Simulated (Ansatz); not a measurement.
Born–Oppenheimer molecular dynamics of AlCl2HO (5 atoms, charge 0, multiplicity 1). It starts from a relaxed structure.

Method: RKS PBE-D4/STO-3G (Ansatz).

```json
{"ensemble": "NVT, Nosé–Hoover chain", "time step": "1 fs", "steps asked": "250", "set temperature": "50 K", "thermostat": "time constant 100 fs, chain length 3 (defaults)", "seed": "261952"}
```

First frame:

```xyz
5
Properties=species:S:1:pos:R:3
Al -0.009 -0.037 0.004
O 0.059 -0.121 1.702
H -0.928 -0.153 2.007
Cl 1.793 0.043 -1.023
Cl -1.824 -0.013 -1.022
```

What does the run give?

The run went to its last step.

```
steps done                                               : 250
time covered                                             : 250 fs
mean temperature over the second half                    : 50 K
spread of the potential energy over the second half      : 1.8 meV per atom
mean potential energy of the second half above the start : 4.1 meV per atom
```

The conserved energy stayed within 0.37 meV per atom of its start (net change 0.085 meV per atom), so the integration is sound. A run of 0.25 ps of so small a system gives no equilibrium averages. Limits of this set-up: minimal basis.

What happens to the structure?

The same pairs are bonded in the first frame and the last. Pairs count as bonded within 1.25 times the sum of covalent radii (0.12 Å more for H–H). The details hang on the random start.

How do temperature and energy run in time?


```json
{"time (fs)": "0.0", "T (K)": "50", "potential energy less start (eV)": "0.000", "conserved less start (meV/atom)": "0.00"}
{"time (fs)": "8.0", "T (K)": "15", "potential energy less start (eV)": "0.014", "conserved less start (meV/atom)": "0.08"}
{"time (fs)": "16.0", "T (K)": "32", "potential energy less start (eV)": "0.008", "conserved less start (meV/atom)": "0.14"}
{"time (fs)": "24.0", "T (K)": "10", "potential energy less start (eV)": "0.016", "conserved less start (meV/atom)": "0.11"}
{"time (fs)": "32.0", "T (K)": "45", "potential energy less start (eV)": "0.003", "conserved less start (meV/atom)": "0.00"}
{"time (fs)": "40.0", "T (K)": "14", "potential energy less start (eV)": "0.015", "conserved less start (meV/atom)": "0.07"}
{"time (fs)": "48.0", "T (K)": "29", "potential energy less start (eV)": "0.010", "conserved less start (meV/atom)": "0.13"}
{"time (fs)": "56.0", "T (K)": "6", "potential energy less start (eV)": "0.019", "conserved less start (meV/atom)": "0.14"}
{"time (fs)": "64.0", "T (K)": "45", "potential energy less start (eV)": "0.004", "conserved less start (meV/atom)": "0.03"}
{"time (fs)": "72.0", "T (K)": "25", "potential energy less start (eV)": "0.012", "conserved less start (meV/atom)": "0.03"}
{"time (fs)": "80.0", "T (K)": "43", "potential energy less start (eV)": "0.007", "conserved less start (meV/atom)": "0.12"}
{"time (fs)": "88.0", "T (K)": "12", "potential energy less start (eV)": "0.020", "conserved less start (meV/atom)": "0.19"}
{"time (fs)": "96.0", "T (K)": "52", "potential energy less start (eV)": "0.005", "conserved less start (meV/atom)": "0.05"}
{"time (fs)": "104.0", "T (K)": "31", "potential energy less start (eV)": "0.014", "conserved less start (meV/atom)": "0.03"}
{"time (fs)": "112.0", "T (K)": "50", "potential energy less start (eV)": "0.009", "conserved less start (meV/atom)": "0.12"}
{"time (fs)": "120.0", "T (K)": "9", "potential energy less start (eV)": "0.026", "conserved less start (meV/atom)": "0.23"}
{"time (fs)": "128.0", "T (K)": "46", "potential energy less start (eV)": "0.013", "conserved less start (meV/atom)": "0.13"}
{"time (fs)": "136.0", "T (K)": "32", "potential energy less start (eV)": "0.019", "conserved less start (meV/atom)": "0.03"}
{"time (fs)": "144.0", "T (K)": "65", "potential energy less start (eV)": "0.009", "conserved less start (meV/atom)": "0.07"}
{"time (fs)": "152.0", "T (K)": "19", "potential energy less start (eV)": "0.028", "conserved less start (meV/atom)": "0.28"}
{"time (fs)": "160.0", "T (K)": "56", "potential energy less start (eV)": "0.016", "conserved less start (meV/atom)": "0.19"}
{"time (fs)": "168.0", "T (K)": "48", "potential energy less start (eV)": "0.019", "conserved less start (meV/atom)": "0.05"}
{"time (fs)": "176.0", "T (K)": "78", "potential energy less start (eV)": "0.009", "conserved less start (meV/atom)": "0.07"}
{"time (fs)": "184.0", "T (K)": "35", "potential energy less start (eV)": "0.028", "conserved less start (meV/atom)": "0.27"}
{"time (fs)": "192.0", "T (K)": "50", "potential energy less start (eV)": "0.024", "conserved less start (meV/atom)": "0.28"}
{"time (fs)": "200.0", "T (K)": "48", "potential energy less start (eV)": "0.024", "conserved less start (meV/atom)": "0.12"}
{"time (fs)": "208.0", "T (K)": "73", "potential energy less start (eV)": "0.015", "conserved less start (meV/atom)": "0.02"}
{"time (fs)": "216.0", "T (K)": "45", "potential energy less start (eV)": "0.027", "conserved less start (meV/atom)": "0.22"}
{"time (fs)": "224.0", "T (K)": "44", "potential energy less start (eV)": "0.029", "conserved less start (meV/atom)": "0.34"}
{"time (fs)": "232.0", "T (K)": "52", "potential energy less start (eV)": "0.025", "conserved less start (meV/atom)": "0.15"}
{"time (fs)": "240.0", "T (K)": "77", "potential energy less start (eV)": "0.015", "conserved less start (meV/atom)": "0.02"}
{"time (fs)": "248.0", "T (K)": "59", "potential energy less start (eV)": "0.023", "conserved less start (meV/atom)": "0.21"}
```

Run time: 4 min on 1 thread of Arm Neoverse V2 (shared host), peak memory 0.085 GiB.
